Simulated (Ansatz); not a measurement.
Input for Ansatz (development build ahead of 0.2.0):

```yaml
crystal:
  periodic: [false, false, false]
  atoms:
    - { symbol: H, position_ang: [2.24956, -0.00642, -0.0096] }
    - { symbol: H, position_ang: [2.02763, 0.97424, -0.00562] }
    - { symbol: H, position_ang: [1.39582, 1.76369, 0.00208] }
    - { symbol: H, position_ang: [0.49443, 2.19898, -0.00459] }
    - { symbol: H, position_ang: [-0.49069, 2.18451, -0.00157] }
    - { symbol: H, position_ang: [-1.40019, 1.76766, 0.0017] }
    - { symbol: H, position_ang: [-2.03533, 0.98223, -0.00167] }
    - { symbol: H, position_ang: [-2.25222, -0.00351, -0.00581] }
    - { symbol: H, position_ang: [-2.0187, -0.96936, 0.00324] }
    - { symbol: H, position_ang: [-1.39842, -1.76892, -0.00734] }
    - { symbol: H, position_ang: [-0.49409, -2.1869, 0.00416] }
    - { symbol: H, position_ang: [0.49719, -2.19645, 0.00658] }
    - { symbol: H, position_ang: [1.40975, -1.7559, 0.0025] }
    - { symbol: H, position_ang: [2.01883, -0.96833, 0.00892] }
basis:
  gaussian: { orbitals: cc-pVDZ }
hamiltonian:
  xc: hf
```

The input is written out in the form of the current development build from the run's settings.

Output:

| Property | Result |
| --- | --- |
| Converged | yes |
| Total energy | -7.52735 hartree |
| Spin squared of the determinant | 0.000 |

Caution: stretched shape with no unrestricted run beside it, a lower state can exist.
